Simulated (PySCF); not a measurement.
Gas-phase reaction: 4 Sb(CH3)3 ⇌ 4 SbH3 + C6H6 + 3 C2H6

Energies from PySCF (xtb for GFN2), thermal terms from the rigid-rotor harmonic-oscillator model, ideal gas at 1 bar. † marks an energy on the PBE0/def2-TZVP geometry and frequencies; other levels use their own. MP2 and CCSD(T) freeze the core. All species are closed-shell singlets. Sb: scalar-relativistic def2 core potential, no spin-orbit coupling. MP2 isn't extrapolated to the basis-set limit. CCSD(T) isn't extrapolated to the basis-set limit.

```json
[
 {"level": "CCSD(T)/def2-SVP†", "ΔH°(298 K), kJ": "?"},
 {"level": "GFN2-xTB", "ΔH°(298 K), kJ": "?"},
 {"level": "MP2/def2-SVP†", "ΔH°(298 K), kJ": "?"},
 {"level": "PBE/def2-SVP", "ΔH°(298 K), kJ": "132"},
 {"level": "PBE/def2-TZVP†", "ΔH°(298 K), kJ": "217"},
 {"level": "r2SCAN/def2-TZVP†", "ΔH°(298 K), kJ": "248"},
 {"level": "ωB97M-V/def2-TZVP†", "ΔH°(298 K), kJ": "?"},
 {"level": "ωB97X-V/def2-TZVP†", "ΔH°(298 K), kJ": "262"}
]
```

Problem. Complete the blanks.

Solution. 
- CCSD(T)/def2-SVP†, ΔH°(298 K), kJ: 89
- GFN2-xTB, ΔH°(298 K), kJ: 44
- MP2/def2-SVP†, ΔH°(298 K), kJ: 142
- ωB97M-V/def2-TZVP†, ΔH°(298 K), kJ: 253
